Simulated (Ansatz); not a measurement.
Relaxation of CH7BOSiZn (12 atoms, charge 0, multiplicity 1), to a largest force component of 0.015 eV/Å in at most 40 steps.

The calculation used RHF/def2-SVP in Ansatz 0.2.0.

```xyz
12
Properties=species:S:1:pos:R:3
B -1.774 -0.239 0.843
Si -0.453 -0.466 -0.513
C -1.278 -0.283 -2.142
O 0.274 -2.042 -0.484
Zn -0.826 -3.742 -0.574
H -2.416 0.842 0.872
H -2.032 -1.047 1.615
H 0.579 0.545 -0.407
H -2.118 -1.075 -2.284
H -1.784 0.721 -2.244
H -0.562 -0.393 -2.972
H 1.918 2.047 -1.102
```

Q: Where does it end, and by what steps?

A: The forces met the threshold. The force dipped under the threshold on the way, but the program's further checks kept it going. After 38 steps the energy has fallen by 5.762 eV; Zn5 moved furthest, 2.17 Å. Parted: Si2–H8 (1.45 → 3.35 Å), O4–Zn5 (2.03 → 2.39 Å). Joined: H8–H12 (2.13 → 0.75 Å).

```json
{"step": "0", "energy less start (eV)": "0.0000", "largest force component (eV/Å)": "3.808", "accepted": "yes"}
{"step": "2", "energy less start (eV)": "-1.2641", "largest force component (eV/Å)": "1.022", "accepted": "yes"}
{"step": "4", "energy less start (eV)": "-2.8816", "largest force component (eV/Å)": "3.358", "accepted": "yes"}
{"step": "6", "energy less start (eV)": "-4.8278", "largest force component (eV/Å)": "2.071", "accepted": "yes"}
{"step": "8", "energy less start (eV)": "-5.4266", "largest force component (eV/Å)": "1.499", "accepted": "yes"}
{"step": "10", "energy less start (eV)": "-5.5480", "largest force component (eV/Å)": "1.146", "accepted": "yes"}
{"step": "12", "energy less start (eV)": "-5.6689", "largest force component (eV/Å)": "0.304", "accepted": "yes"}
{"step": "14", "energy less start (eV)": "-5.7022", "largest force component (eV/Å)": "0.578", "accepted": "yes"}
{"step": "16", "energy less start (eV)": "-5.7312", "largest force component (eV/Å)": "0.366", "accepted": "yes"}
{"step": "18", "energy less start (eV)": "-5.7489", "largest force component (eV/Å)": "0.085", "accepted": "yes"}
{"step": "20", "energy less start (eV)": "-5.7527", "largest force component (eV/Å)": "0.214", "accepted": "yes"}
{"step": "22", "energy less start (eV)": "-5.7548", "largest force component (eV/Å)": "0.121", "accepted": "yes"}
{"step": "24", "energy less start (eV)": "-5.7568", "largest force component (eV/Å)": "0.056", "accepted": "yes"}
{"step": "26", "energy less start (eV)": "-5.7584", "largest force component (eV/Å)": "0.061", "accepted": "yes"}
{"step": "28", "energy less start (eV)": "-5.7598", "largest force component (eV/Å)": "0.029", "accepted": "yes"}
{"step": "30", "energy less start (eV)": "-5.7607", "largest force component (eV/Å)": "0.049", "accepted": "yes"}
{"step": "32", "energy less start (eV)": "-5.7616", "largest force component (eV/Å)": "0.073", "accepted": "yes"}
{"step": "34", "energy less start (eV)": "-5.7622", "largest force component (eV/Å)": "0.026", "accepted": "yes"}
{"step": "36", "energy less start (eV)": "-5.7623", "largest force component (eV/Å)": "0.006", "accepted": "yes"}
{"step": "38", "energy less start (eV)": "-5.7624", "largest force component (eV/Å)": "0.010", "accepted": "yes"}
```

```xyz
12
Properties=species:S:1:pos:R:3
B -2.160 0.015 0.916
Si -1.201 -0.907 -0.610
C -1.619 -0.311 -2.324
O -0.210 -2.024 -0.321
Zn 1.336 -3.789 -0.786
H -1.687 0.978 1.445
H -3.204 -0.405 1.325
H 1.801 0.571 -0.450
H -2.689 -0.432 -2.519
H -1.390 0.754 -2.424
H -1.058 -0.866 -3.075
H 1.609 1.283 -0.570
```

The run took 91 s on 2 threads of Arm Neoverse V2, on a shared host, peak memory 0.38 GiB.
